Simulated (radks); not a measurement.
The platinum ion Pt6+ is in [Xe] 4f14 5d4. All-electron calculation, non-relativistic Kohn-Sham, PBE, spin-polarised, spherical densities, point nucleus. Program: a radial shooting solver on a logarithmic mesh with Libxc functionals. Open shells are filled with parallel spins first. One electron is removed from 5s, 5p, 4f, 5d in turn, with full relaxation. Which removal costs least, and what does each cost?

Answer. 5d 94.488 eV; 5p 140.81 eV; 5s 171.65 eV; 4f 184.80 eV. The 5d electron leaves first.
